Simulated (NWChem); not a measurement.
# C4H4OS; SMILES c1cc(sc1)O

```xyz
10

O     -0.1586    -2.1578     0.0000
C     -0.2258    -0.8166     0.0000
C     -1.3765    -0.0744     0.0000
C     -1.1082     1.3254     0.0000
C      0.2239     1.6278     0.0000
S      1.1899     0.1938     0.0000
H      0.7580    -2.4520     0.0000
H     -2.3670    -0.5285     0.0000
H     -1.8875     2.0892     0.0000
H      0.7059     2.6037     0.0000
```
Atoms are numbered in this order, from 1.

Computed with NWChem. Pople sets run with spherical d functions. Geometry: optimised at PBE0/def2-SVP. Static field.

```json
[
 {"level": "PBE0/6-31G*", "basis functions": "96", "isotropic polarisability (bohr³)": "54.2", "anisotropy (bohr³)": "42.8", "relative time": "1"},
 {"level": "PBE0/6-31+G*", "basis functions": "120", "isotropic polarisability (bohr³)": "64.0", "anisotropy (bohr³)": "34.4", "relative time": "3"},
 {"level": "PBE0/def2-SVP", "basis functions": "108", "isotropic polarisability (bohr³)": "54.9", "anisotropy (bohr³)": "39.8", "relative time": "1"},
 {"level": "PBE0/def2-SVPD", "basis functions": "162", "isotropic polarisability (bohr³)": "67.3", "anisotropy (bohr³)": "34.6", "relative time": "3"},
 {"level": "PBE0/aug-cc-pVDZ", "basis functions": "178", "isotropic polarisability (bohr³)": "68.9", "anisotropy (bohr³)": "34.6", "relative time": "5"}
]
```

The last column is a rough cost ratio, cheapest run = 1.
